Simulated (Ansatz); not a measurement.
All numbers were calculated with Ansatz.

A structure relaxed at PBE0-D4/def2-TZVP, charge 0, multiplicity 1:

Cartesian coordinates in Å:
```
C -1.639 -1.103 0.777
B -0.552 -0.007 0.569
O 0.103 0.073 -0.614
C 1.144 1.003 -0.814
O 2.385 0.404 -0.675
H -1.360 -1.745 1.620
H -1.800 -1.731 -0.101
H -2.593 -0.647 1.065
H -0.271 0.791 1.429
H 1.095 1.797 -0.064
H 1.000 1.418 -1.818
H 2.488 -0.252 -1.371
```

Problem. Give its formula and SMILES.

Solution. C2H7BO2, `CBOCO`.

Problem. Summarise the bond lengths by kind.

Solution. 1 × B–C 1.558 Å; 5 × C–H 1.091 to 1.096 Å; 1 × B–O 1.354 Å; 1 × B–H 1.206 Å; 2 × C–O 1.385 to 1.410 Å; 1 × H–O 0.962 Å.
